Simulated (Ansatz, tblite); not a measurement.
Cost and result up the ladder for As₂H₄ (6 atoms). The state is a singlet with charge 0. Geometry: PBE0-D4/def2-TZVP.

```xyz
6

As   -1.185    0.263    0.175
As    1.186   -0.262   -0.173
H    -1.623   -1.063   -0.437
H    -1.171   -0.354    1.570
H     1.170    0.349   -1.570
H     1.624    1.067    0.434
```

Ansatz on 4 threads of Intel Xeon on a shared host; xTB runs through tblite on one thread. Times are rough, summed over both states, and most runs start from the orbitals of an earlier one. CCSD(T)/def2-TZVPP serves as the yardstick here, not as an exact answer. The other state is a doublet.

The xTB rows come from tblite. Correlated methods freeze 18 core orbitals; core or outer-core shells of As are correlated, in sets that lack core-valence functions.

Raw xTB energies of ions are shifted by several eV.

```
                            level  functions  wall time  vertical IE (eV)  difference from CCSD(T)/def2-TZVPP (eV)
                         GFN2-xTB         22    0.013 s             13.42                                     4.36
                         GFN1-xTB         26    0.014 s             14.54                                     5.48
                 PBE-D4/def2-TZVP        120        6 s              8.91                                    -0.15
r2SCAN-D4/def2-TZVP (with forces)        120       11 s              9.00                                    -0.06
                PBE0-D4/def2-TZVP        120       11 s              9.01                                    -0.06
               CCSD(T)/def2-TZVPP        152    2.7 min              9.07                                     0.00
```
